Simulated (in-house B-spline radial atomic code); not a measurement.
Results of a calculation; reference values are marked as such.
## Sb in an electron gas of r_s = 2.2: phase shifts, screening, friction and resistivity

A nucleus sits in a uniform electron gas with a rigid positive background. The Kohn-Sham equations are solved self-consistently in the spin-unpolarised LDA (PW92), non-relativistic, on B-splines with outgoing waves at the boundary and partial waves to l = 8. The model has no lattice, no bands and no magnetic solution. Atomic units; δ_l are the phase shifts at the Fermi level, counted so that each bound state adds π, and good to about 0.0005.

The density parameter is r_s = 2.2 bohr, near that of the valence electrons of Ga (3 per atom, density 5.91 g/cm³, mass 69.72 u, which gives r_s = 2.19).

| l | δ_l (rad) |
| --- | --- |
| 0 | 13.3658 |
| 1 | 10.7589 |
| 2 | 6.7076 |
| 3 | 0.1096 |
| 4 | 0.0149 |
| 5 | 0.0025 |
| 6 | 0.0005 |
| 7 | 0.0002 |
| 8 | 0.0002 |

Bound levels below the band bottom (hartree): d -18.83, s -4.671, p -3.269, d -0.9256, s -0.1487 and deeper ones.

Q: Check the Friedel sum rule, and say where the screening charge sits.

A: k_F = (9π/4)^(1/3)/r_s = 0.87234. The rule is Z = (2/π) Σ (2l + 1) δ_l. The terms are s 8.509, p 20.548, d 21.351, f 0.488 and 0.111 beyond, in all 51.007 against Z = 51. Bound states hold 10 s, 18 p, 20 d electrons, so the scattering states carry 3.01 in all; where a term is smaller than its bound count, the bound level has drawn weight out of the band.

Q: Find the transport cross section and the electronic stopping of a 5 keV Sb ion (mass 121.76 u).

A: σ_tr = (4π/k_F²) Σ (l + 1) sin²(δ_l − δ_(l+1)). The terms for l = 0 to 3 are 0.2597, 1.2461, 0.2876, 0.0358, all together 1.8299, so σ_tr = 16.513 × 1.8299 = 30.218 bohr². With n = 3/(4π r_s³) = 0.02242, the friction coefficient is Q = n k_F σ_tr = 0.5910. For v well below v_F = 0.872, dE/dx = Q v; with 24801 eV per u at v = 1, v = √(5000/(24801 × 121.76)) = 0.0407, so dE/dx = 0.02405 hartree/bohr = 12.4 eV/nm. The largest term couples the p and d waves.

Q: What residual resistivity would 1 atomic per cent of such centres give in Ga?

A: Δρ = k_F n_i σ_tr/n in atomic units of 21.74 μΩ·cm. With one host atom per 3 electrons, n_i/n = 0.01/3, so Δρ = 0.8723 × 0.00333 × 30.218 × 21.74 = 1.91 μΩ·cm. This is an atom added to the gas, as on an interstitial site.

Q: On a substitutional site the background of one host ion, a sphere holding 3 charges, is taken out. The phase shifts for l = 0 to 4 become 13.0751, 10.2195, 6.3185, 0.0115, -0.0004. What follows?

A: The Friedel sum is now 48.00, for Z − 3 = 48. The sum in σ_tr is 1.0299, so σ_tr = 17.01 bohr² and Δρ = 1.08 μΩ·cm per atomic per cent, 0.56 times the value above. A real host ion scatters too, so this model doesn't give zero even for the host's own atom.
